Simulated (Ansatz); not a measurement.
Ansatz (a program for electronic structure) input file for TiClO, SMILES [Cl][Ti+]=[O], charge +1, multiplicity 1, PBE0-D3(BJ)/def2-TZVP. 

Ansatz 0.2 input:
```yaml
crystal:
  periodic: [false, false, false]
  atoms:
    - {symbol: Ti, position_ang: [0.46666417, 0.61357224, -0.00000000]}
    - {symbol: Cl, position_ang: [-0.16536343, -1.44871017, 0.00000000]}
    - {symbol: O, position_ang: [-0.93192919, 1.39118544, -0.00000000]}
basis:
  gaussian:
    orbitals: def2-TZVP
hamiltonian:
  xc: pbe0
  dispersion: d3bj
total_charge: 1
relax: {f_tol: 0.002, max_steps: 200}
```

Log of the run:

```
WARN ansatz: RAYON_NUM_THREADS=1 ignored (pool sized by the plan → 1); use --threads N
Functional definition: PBE0
integrals: 0.04 GiB planned
885 factors; their error is unknown
mean field: 0.38 GiB planned
mean field evaluation 1: about -37642.7687 eV, gradient 1.2e2 eV
mean field evaluation 2: about -37127.6910 eV, gradient 5.2e2 eV
mean field evaluation 4: about -37661.3697 eV, gradient 5.5e1 eV
mean field evaluation 8: about -37668.0065 eV, gradient 5.4e0 eV
mean field evaluation 16: about -37668.2197 eV, gradient 1.2e-3 eV
mean field -37668.21969666 eV, -1384.2815414160 hartree, gradient 3.7e-5 eV, S^2 0.000000; 0 other end points of the search recorded, 0 dependent functions left out
the calculation of the forces begins
reference -37668.21972602 eV, -1384.2815424950 hartree; 23, 23 occupied and 90, 90 virtual orbitals, 885 factors
relax step   1: F+E_penalty+E_count = -37668.27189549 eV  Δ(F+E_penalty+E_count) = +0.000e0 eV  max|allowed force component| = 3.203e0 eV/Å  Δτ_max = 0.0000 Å  (34 SCF iters, accepted)
these checks for a lower state are left out or cut short: starts, cluster_reference, orbital_swaps, neighbouring_geometries, increment
integrals: 0.04 GiB planned
885 factors; their error is unknown
mean field: 0.38 GiB planned
mean field -37668.29599055 eV, -1384.2843451646 hartree, gradient 1.2e-5 eV, S^2 0.000000; 0 other end points of the search recorded, 0 dependent functions left out
the calculation of the forces begins
reference -37668.29601916 eV, -1384.2843462161 hartree; 23, 23 occupied and 90, 90 virtual orbitals, 885 factors
relax step   2: F+E_penalty+E_count = -37668.34744587 eV  Δ(F+E_penalty+E_count) = -7.555e-2 eV  max|allowed force component| = 1.341e0 eV/Å  Δτ_max = 0.1230 Å  (41 SCF iters, accepted)
these checks for a lower state are left out or cut short: starts, cluster_reference, orbital_swaps, neighbouring_geometries, increment
integrals: 0.04 GiB planned
885 factors; their error is unknown
mean field: 0.38 GiB planned
mean field evaluation 32: about -37668.1034 eV, gradient 3.3e0 eV
mean field -37668.32393217 eV, -1384.2853720001 hartree, gradient 2.4e-5 eV, S^2 0.000000; 0 other end points of the search recorded, 0 dependent functions left out
the calculation of the forces begins
reference -37668.32396060 eV, -1384.2853730451 hartree; 23, 23 occupied and 90, 90 virtual orbitals, 885 factors
relax step   3: F+E_penalty+E_count = -37668.37565237 eV  Δ(F+E_penalty+E_count) = -2.821e-2 eV  max|allowed force component| = 1.196e0 eV/Å  Δτ_max = 0.0382 Å  (42 SCF iters, accepted)
these checks for a lower state are left out or cut short: starts, cluster_reference, orbital_swaps, neighbouring_geometries, increment
integrals: 0.04 GiB planned
885 factors; their error is unknown
mean field: 0.38 GiB planned
mean field -37668.34703475 eV, -1384.2862210044 hartree, gradient 1.4e-5 eV, S^2 0.000000; 0 other end points of the search recorded, 0 dependent functions left out
the calculation of the forces begins
reference -37668.34706238 eV, -1384.2862220200 hartree; 23, 23 occupied and 90, 90 virtual orbitals, 885 factors
relax step   4: F+E_penalty+E_count = -37668.39900838 eV  Δ(F+E_penalty+E_count) = -2.336e-2 eV  max|allowed force component| = 3.780e-2 eV/Å  Δτ_max = 0.0362 Å  (35 SCF iters, accepted)
these checks for a lower state are left out or cut short: starts, cluster_reference, orbital_swaps, neighbouring_geometries, increment
integrals: 0.04 GiB planned
885 factors; their error is unknown
mean field: 0.38 GiB planned
mean field -37668.34709416 eV, -1384.2862231877 hartree, gradient 2.4e-5 eV, S^2 0.000000; 0 other end points of the search recorded, 0 dependent functions left out
the calculation of the forces begins
reference -37668.34712181 eV, -1384.2862242037 hartree; 23, 23 occupied and 90, 90 virtual orbitals, 885 factors
relax step   5: F+E_penalty+E_count = -37668.39905498 eV  Δ(F+E_penalty+E_count) = -4.661e-5 eV  max|allowed force component| = 1.463e-2 eV/Å  Δτ_max = 0.0016 Å  (37 SCF iters, accepted)
these checks for a lower state are left out or cut short: starts, cluster_reference, orbital_swaps, neighbouring_geometries, increment
integrals: 0.04 GiB planned
885 factors; their error is unknown
mean field: 0.38 GiB planned
mean field -37668.34710929 eV, -1384.2862237439 hartree, gradient 1.3e-5 eV, S^2 0.000000; 0 other end points of the search recorded, 0 dependent functions left out
the calculation of the forces begins
reference -37668.34713695 eV, -1384.2862247602 hartree; 23, 23 occupied and 90, 90 virtual orbitals, 885 factors
relax step   6: F+E_penalty+E_count = -37668.39906238 eV  Δ(F+E_penalty+E_count) = -7.396e-6 eV  max|allowed force component| = 1.168e-3 eV/Å  Δτ_max = 0.0010 Å  (28 SCF iters, accepted)
integrals: 0.04 GiB planned
885 factors; their error is unknown
mean field: 0.38 GiB planned
mean field evaluation 64: about -37668.1792 eV, gradient 1.3e-1 eV
mean field -37668.34710929 eV, -1384.2862237439 hartree, gradient 1.4e-5 eV, S^2 0.000000; 1 other end points of the search recorded, 0 dependent functions left out
the calculation of the forces begins
reference -37668.34713695 eV, -1384.2862247602 hartree; 23, 23 occupied and 90, 90 virtual orbitals, 885 factors
Total energy: -37668.39909003 eV, -1384.2881340008 hartree
Atom 0 at     0.396724     0.590029    -0.000000 Å, force    -0.001000     0.000292    -0.000000 eV/Å
Atom 1 at    -0.129057    -1.472887    -0.000000 Å, force    -0.000069     0.000876    -0.000000 eV/Å
Atom 2 at    -0.898295     1.438905     0.000000 Å, force     0.001069    -0.001168     0.000000 eV/Å
Dipole moment:     1.090714     0.621467    -0.000000 e Å
```

Self-consistency was reached.
